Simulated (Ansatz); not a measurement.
Cost and result for the atomization energy of CH5AlBFOS (`BC[O][Al]([F])[SH]`) (11 atoms, 10 bonds).

Z-matrix (Å, degrees):
```
C
O 1 1.407
B 1 1.547 2 118.5
H 1 1.105 2 108.6 3 -121.7
H 1 1.104 2 110.7 3 126.0
Al 2 1.674 1 134.6 3 -43.6
H 3 1.196 1 118.5 2 -179.5
H 3 1.198 1 121.7 2 -0.3
F 6 1.645 2 121.4 1 -13.0
S 6 2.160 2 120.2 1 169.1
H 10 1.345 6 91.3 2 -1.8
```

Charge 0, multiplicity 1. All single points use the PBE0-D4/def2-TZVP geometry. It is one conformer, not always the lowest. Program: Ansatz. All runs use 4 threads of an Arm Neoverse V1 on a shared host. Times are those of one run each, without the atoms' runs, and a repeat can differ threefold. Electronic energies, without spin–orbit coupling; frozen cores. CCSD(T)/CBS adds CCSD(T) − MP2 in def2-TZVPP to the MP2 limit, and its time is that of the two runs behind it. T1 = 0.012. B3LYP takes the VWN-RPA correlation (the form of Gaussian; ORCA's B3LYP/G).

CCSD(T)/CBS is a level of theory with its own doubt, some kJ/mol a heavy atom from the limit and from the frozen cores, so smaller differences don't rank the functionals.

| level | functions | wall time | atomization (kJ/mol) | difference from CCSD(T)/CBS | per bond |
| --- | --- | --- | --- | --- | --- |
| PBE-D4/def2-TZVPP (with forces) | 278 | 3 s | 4174.6 | 56.1 | 5.6 |
| PBE0-D4/def2-TZVPP | 278 | 4 s | 4100.4 | -18.1 | -1.8 |
| r2SCAN-D4/def2-TZVPP (with forces) | 278 | 6 s | 4144.7 | 26.2 | 2.6 |
| B3LYP-D4/def2-TZVPP (with forces) | 278 | 6.5 s | 4104.4 | -14.1 | -1.4 |
| B2PLYP/def2-TZVPP | 278 | 7 s | 4073.0 | -45.5 | -4.5 |
| ωB97X-V/def2-TZVPP | 278 | 10 s | 4129.7 | 11.2 | 1.1 |
| ωB97M-V/def2-TZVPP (with forces) | 278 | 14 s | 4134.9 | 16.4 | 1.6 |
| MP2/def2-QZVPP | 518 | 28 s | 4179.4 | 60.9 | 6.1 |
| CCSD(T)/def2-TZVPP | 278 | 4.5 min | 4005.7 | -112.8 | -11.3 |
| CCSD(T)/CBS(def2) | – | 5 min | 4118.5 | 0.0 | 0.0 |

In def2-TZVPP, CCSD(T) changes the Hartree–Fock value by +942.7 kJ/mol (the triples alone add +59.4 kJ/mol) and MP2 by +1048.8 kJ/mol; breaking electron pairs costs correlation energy, which Hartree–Fock lacks. The D4 term adds +36.9 kJ/mol with B3LYP and +19.6 kJ/mol with PBE0; it sums over pairs of atoms, weighted by their polarisabilities, and B3LYP, whose exchange is more repulsive, gets the larger term. From PBE to PBE0 (25 % exact exchange), in def2-TZVPP and without D4, the atomization energy moves by −70.8 kJ/mol: exact exchange takes away binding that semilocal exchange gives to molecules.
